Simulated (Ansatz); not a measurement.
Consider the isomerisation: `C/N=C\B1C[SiH2]1` → `BC1=NC([SiH3])C1`.

Program: Ansatz. Geometries: PBE0-D4/def2-TZVP. ΔE: electronic, gas phase. CCSD(T)/CBS is the MP2 limit (def2-TZVPP, def2-QZVPP) plus CCSD(T) − MP2 in def2-TZVPP, frozen cores. Functionals use def2-TZVPP. B3LYP here is the variant with VWN-RPA as its local correlation; programs differ in this. Each species was taken in one conformer, which may not be the lowest.

```csv
level,ΔE (kJ/mol),difference from CCSD(T)/CBS
PBE-D4,10.1,26.2
r2SCAN-D4,5.9,22.0
PBE0-D4,-1.5,14.6
B3LYP-D4,-9.1,7.0
ωB97X-V,-23.8,-7.7
ωB97M-V,-14.4,1.7
B2PLYP,-12.8,3.3
PBE,12.2,28.3
r2SCAN,6.3,22.4
PBE0,0.2,16.3
B3LYP,-5.5,10.6
HF/def2-TZVPP,-49.5,-33.4
MP2/def2-TZVPP,-21.8,-5.7
SCS-MP2/def2-TZVPP,-31.7,-15.6
CCSD/def2-TZVPP,-23.5,-7.4
CCSD(T)/def2-TZVPP,-18.7,-2.6
HF/def2-QZVPP,-49.7,-33.6
MP2/def2-QZVPP,-20.4,-4.3
SCS-MP2/def2-QZVPP,-30.4,-14.3
HF/CBS(def2),-49.7,-33.6
MP2/CBS(def2),-19.3,-3.2
CCSD/CBS(def2),-20.9,-4.8
CCSD(T)/CBS,-16.1,0
```

Largest T1 diagnostic among the species: 0.014.

From PBE to PBE0 (25 % exact exchange), in def2-TZVPP and without D4, ΔE moves by −12.0 kJ/mol. In def2-TZVPP, CCSD(T) changes the Hartree–Fock value by +30.8 kJ/mol (the triples alone add +4.8 kJ/mol) and MP2 by +27.7 kJ/mol. The D4 term adds −3.6 kJ/mol with B3LYP and −1.7 kJ/mol with PBE0; it sums over pairs of atoms, weighted by their polarisabilities, and B3LYP, whose exchange is more repulsive, gets the larger term.
